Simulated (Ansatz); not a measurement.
`[Cl][InH][Cl]` and `ClBCl` differ in one element.

Ansatz, PBE0-D4/def2-TZVP geometries, multiplicity 1. 

Elements past krypton have def2 core potentials.

```csv
property,`[Cl][InH][Cl]`
HOMO–LUMO gap (ωB97M-V/def2-TZVPP) / eV,10.76
LUMO energy (B3LYP/def2-TZVPP) / eV,-2.23
LUMO energy (PBE0/def2-TZVPP) / eV,-1.95
LUMO energy (ωB97M-V/def2-TZVPP) / eV,-0.38
HOMO energy (PBE0/def2-TZVPP) / eV,-8.92
zero-point energy (PBE0-D4/def2-TZVP) / kJ/mol,21.5
```

What does the change do to each property? (An estimate is asked.)

The calculation gave: 
```json
{"property": "HOMO–LUMO gap (ωB97M-V/def2-TZVPP) / eV", "`ClBCl`": "11.88", "shift": "1.12"}
{"property": "LUMO energy (B3LYP/def2-TZVPP) / eV", "`ClBCl`": "-1.92", "shift": "0.31"}
{"property": "LUMO energy (PBE0/def2-TZVPP) / eV", "`ClBCl`": "-1.73", "shift": "0.22"}
{"property": "LUMO energy (ωB97M-V/def2-TZVPP) / eV", "`ClBCl`": "0.37", "shift": "0.75"}
{"property": "HOMO energy (PBE0/def2-TZVPP) / eV", "`ClBCl`": "-9.25", "shift": "-0.33"}
{"property": "zero-point energy (PBE0-D4/def2-TZVP) / kJ/mol", "`ClBCl`": "39.1", "shift": "17.6"}
```

With PBE0 the HOMO falls by 0.33 eV and the LUMO rises by 0.22 eV, so the gap widens by about 0.55 eV. PBE moves the HOMO by -0.29 eV and ωB97M-V by -0.37 eV.

B3LYP here is the variant with VWN-RPA as its local correlation; programs differ in this.
